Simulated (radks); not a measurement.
Q: Os IX, 68 electrons, occupied as [Xe] 4f14. Calculated with a radial shooting solver on a logarithmic mesh with Libxc functionals: scalar-relativistic Kohn-Sham, PBEsol, spin-polarised, spherical densities, finite nucleus; Fermi nuclear charge, rms radius 5.4126 fm. Some entries of the table are withheld. Estimate them.

orbital  occ.  eigenvalue (hartree)  <r> (bohr)  <1/r> (bohr^-1)
1s          2             -2717.220     0.01774              (1)
2s          2             -476.9294     0.07492            21.16
2p          6             -416.0345     0.06728              (2)
3s          2             -114.3277         (3)            7.843
3p          6             -96.43850      0.1946            7.211
3d         10             -76.41618      0.1762            6.804
4s          2                   (4)      0.4319            3.346
4p          6             -21.66744      0.4594            3.034
4d         10             -14.36762      0.4885            2.709
5s          2              -7.56329      0.9762            1.378
4f         14              -6.23994      0.5483            2.259
5p          6              -5.96703       1.097            1.203

A: 
(1) 1s <1/r> (bohr^-1): 90.39
(2) 2p <1/r> (bohr^-1): 19.05
(3) 3s <r> (bohr): 0.1940
(4) 4s eigenvalue (hartree): -27.53969
